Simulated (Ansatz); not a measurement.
Ansatz results at the PBE0-D4/def2-TZVP geometry: HOMO–LUMO gap (PBE/def2-TZVPP) 3.32 eV; size of the dipole moment (B3LYP/def2-TZVPP) 1.09 D; HOMO energy (ωB97M-V/def2-TZVPP) -9.08 eV.

Q: Which molecule gave them?
A. `C[SiH]([AlH2])[SiH3]`
B. `C[CH]1[SiH2][GaH]1`
C. `[SiH3][CH2][AlH][SiH3]`
D. `[AlH2][SiH2]C[SiH3]`

A: A. The others give `[SiH3][CH2][AlH][SiH3]`: 3.67, 0.65, -9.38; `[AlH2][SiH2]C[SiH3]`: 4.02, 2.07, -9.11; `C[CH]1[SiH2][GaH]1`: 2.28, 0.90, -7.83.

B3LYP here is the variant with VWN-RPA as its local correlation; programs differ in this.
